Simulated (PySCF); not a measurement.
Species: sum formula H8Si3NO, charge 0, multiplicity 2. It need not be the lowest isomer of its formula. 
Coordinates optimised at B3LYP-D3(BJ)/def2-TZVP (Ansatz):
```xyz
13

Si    -0.0858     0.2340    -1.3240
N     -1.1441     0.9180    -0.1547
Si    -2.0560     0.0812     1.0587
O      1.3996    -0.1286    -0.7157
Si     2.1678    -0.7693     0.5865
H     -0.6844    -1.0216    -1.8185
H      0.1257     1.2199    -2.4012
H     -1.1381     1.9274    -0.0962
H     -3.5156     0.2950     0.9072
H     -1.7495    -1.3576     0.8973
H     -1.6754     0.5195     2.4229
H      1.5029    -0.3129     1.8418
H      3.5819    -0.3081     0.5587
```
Charge 0, spin multiplicity 2.

Dispersion corrections to the total energy (kcal/mol) from the dftd3 and dftd4 libraries through PySCF: D3(BJ) without and D4 with the three-body term, each with the damping fitted for the functional named.

```csv
functional,D3(BJ),D4
PW6B95,-4.91,-6.58
CAM-B3LYP,-7.14,-7.31
BHLYP,___,-10.75
BLYP,___,-17.55
HF,-56.07,___
TPSS,-10.23,-11.05
HSE06,-6.11,-6.67
```

Q: Complete the blanks.

A: 
- BHLYP, D3(BJ): -11.78
- BLYP, D3(BJ): -17.21
- HF, D4: -26.48
